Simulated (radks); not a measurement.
Results of a calculation; reference values are marked as such.
Problem. Ionisation of Zr, [Kr] 4d2 5s2, to Zr+, [Kr] 4d2 5s1, under several functionals. Scalar-relativistic Kohn-Sham, spin-polarised, spherical densities, finite nucleus; open shells are filled with parallel spins first (spin-orbit coupling, left out, can overturn this in heavy ions); a radial shooting solver on a logarithmic mesh with Libxc functionals. Known Delta-SCF values: PBE 6.438 eV. What does revPBE give, and what is its highest occupied eigenvalue?

Solution. 6.341 eV by Delta-SCF; the 5s eigenvalue is -3.985 eV. NIST: 6.634 eV (measured).
